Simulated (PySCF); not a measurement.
Compound: C3H10O4SSi.
Cartesian coordinates in Å at the PBE0-D3(BJ)/def2-SVP level; atoms count from 1:
```xyz
19
C3H10O4SSi angstrom
C      3.4800   -0.3271   -0.2206
O      2.5363   -0.5940   -1.2191
Si     0.9248   -0.8604   -0.9687
O      0.2980    0.5859   -0.3370
C     -0.8733    1.1758   -0.7232
S     -2.2856    0.1467   -0.2228
C     -2.2563    0.1834    1.5579
O     -1.9133   -1.2139   -0.6331
O     -3.5138    0.7722   -0.7007
H      4.4882   -0.3861   -0.6581
H      3.3484    0.6842    0.2032
H      3.4263   -1.0563    0.6097
H      0.3436   -1.1283   -2.3014
H      0.7690   -1.9238    0.0574
H     -1.0199    1.2575   -1.8179
H     -0.9987    2.1709   -0.2674
H     -1.2477   -0.0901    1.8932
H     -2.5497    1.1814    1.9059
H     -2.9870   -0.5711    1.8786
```

The closed-shell ground state was solved at several levels (PySCF, density fitting, gas phase, non-relativistic).

```csv
level,basis functions,HOMO (eV),LUMO (eV),gap (eV),dipole (D)
B3LYP/pcSseg-1,217,-7.82,0.44,8.26,4.27
PBE0/pcSseg-1,217,-8.06,0.71,8.77,4.29
```

(1) Estimate the row for wB97X-D/def2-SVPD, a basis of 283 functions; the other rows only guide the guess.

(2) Over all these levels, which gives the widest orbital gap and which the narrowest?

(3) How far do the dipole and the HOMO energy spread over the levels?

Answers

(1) HOMO -10.03 eV, LUMO 1.69 eV, gap 11.72 eV, dipole 4.36 D.

(2) wB97X-D/def2-SVPD (range-separated hybrid) has the widest, 11.72 eV, and B3LYP/pcSseg-1 (global hybrid, 20 % exact exchange) the narrowest, 8.26 eV. Functional and basis both differ between the two, so the spread mixes both effects.

(3) The dipole runs from 4.27 to 4.36 D (mean 4.31 D) and the HOMO from -10.03 to -7.82 eV.

One conformer stands for the species.
